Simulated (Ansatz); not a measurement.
Ansatz results at the PBE0-D4/def2-TZVP geometry: LUMO energy (PBE0/def2-TZVPP) 0.27 eV; HOMO–LUMO gap (PBE/def2-TZVPP) 5.63 eV; size of the dipole moment (ωB97M-V/def2-TZVPP) 0.00 D.

Each molecule was computed in one conformer, which needn't be the lowest.

(1) Which molecule gave them?
A. `F[C](F)(F)[Ge]([Cl])([Cl])[Cl]`
B. `[CH3][Ge]([OH])([OH])[F]`
C. `[CH3][GeH]([SiH3])[Cl]`
D. `C[O][Ge]([O]C)([O]C)[O]C`

Answers

(1) D. The others give `[CH3][Ge]([OH])([OH])[F]`: 0.19, 6.54, 1.08; `F[C](F)(F)[Ge]([Cl])([Cl])[Cl]`: -1.78, 5.40, 0.44; `[CH3][GeH]([SiH3])[Cl]`: -0.38, 5.49, 2.43.
